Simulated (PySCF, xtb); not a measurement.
ammonium (H₄N), SMILES [NH4+], charge +1.

GFN2-xTB (xtb) at its own geometry gives an orbital gap of 14.58 eV.

Geometry: B3LYP-D3(BJ)/def2-TZVPD.

### Question
What does PBE/def2-TZVPD (PySCF) give? (Estimate from the structure and the level; the computed values follow.)

### Answer
gap 14.14 eV (levels -21.01 and -6.87 eV).
